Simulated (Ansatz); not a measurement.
CHO2 (SMILES O=C=[OH+]) moved off its minimum; all values from Ansatz (a program for electronic structure), cores frozen in correlated methods.
(charge 1, multiplicity 1)
```xyz
4

O      1.30571    -0.23538    -0.09353
C     -0.01862    -0.03198     0.06254
O     -1.13959     0.11850     0.12419
H     -1.64589     0.55120    -0.36712
```

Forces at wB97M-V/def2-TZVPP (eV/Å):

| atom | Fx | Fy | Fz |
|---|---|---|---|
| O1 | -12.971 | 1.946 | 1.801 |
| C2 | 19.704 | -2.895 | -2.338 |
| O3 | 1.196 | -5.608 | 7.890 |
| H4 | -7.929 | 6.557 | -7.352 |

### Question
Give the forces (eV/Å), the total energy and the dipole at CCSD(T)/aug-cc-pVTZ.

### Answer

| atom | Fx | Fy | Fz |
|---|---|---|---|
| O1 | -11.766 | 1.759 | 1.647 |
| C2 | 19.568 | -2.814 | -2.279 |
| O3 | 0.030 | -5.498 | 8.003 |
| H4 | -7.832 | 6.552 | -7.370 |
Energy -188.4479 hartree.
